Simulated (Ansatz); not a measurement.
Name a neutral molecule of Cl, Ge, N and H with HOMO energy (PBE0/def2-TZVPP) between -8.70 and -8.40 eV and HOMO–LUMO gap (PBE/def2-TZVPP) between 4.70 and 5.00 eV (Ansatz, PBE0-D4/def2-TZVP geometry).

`[NH2][Ge]([Cl])([Cl])[Cl]` (-8.58 eV, 4.75 eV). Other molecules can fit too; these were computed, each in one conformer that needn't be the lowest.
